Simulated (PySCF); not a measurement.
SMILES [CH]=NC(C)(C)C (C5H10N), doublet (GFN2-xTB optimised geometry):

```
16

C     -2.389     0.495    -1.875
N     -1.523     0.057    -1.119
C     -0.091     0.095    -1.234
C      0.396    -1.359    -1.221
C      0.437     0.835     0.000
C      0.370     0.800    -2.516
H     -3.439     0.387    -1.647
H      0.016    -1.891    -2.090
H      1.483    -1.389    -1.238
H      0.044    -1.864    -0.325
H      1.523     0.835     0.000
H      0.085     1.864     0.000
H      0.084     0.349     0.907
H     -0.024     0.283    -3.387
H      0.005     1.824    -2.529
H      1.456     0.808    -2.569
```

Method: unrestricted PBE0/def2-TZVP in PySCF.

Question: What are the frontier orbital energies (α orbitals alone; a β orbital can be the lowest empty one) and the dipole moment?

Answer: HOMO-2 -9.29 eV, HOMO-1 -8.78 eV, HOMO -5.59 eV, LUMO -0.06 eV, LUMO+1 1.20 eV; dipole moment 0.78 D.

On the same geometry PySCF with unrestricted PBE/def2-TZVP gives HOMO-2 -7.86 eV, HOMO-1 -7.55 eV, HOMO -4.15 eV, LUMO -1.17 eV, LUMO+1 0.41 eV; dipole moment 0.92 D.

Meta-Löwdin charges at PBE0/def2-TZVP: C1 -0.15, N2 -0.16, C3 0.17, C4 -0.35, C5 -0.35, C6 -0.36, H7 0.14, H8 0.12, H9 0.11, H10 0.12, H11 0.11, H12 0.12, H13 0.12, H14 0.12, H15 0.12, H16 0.11.
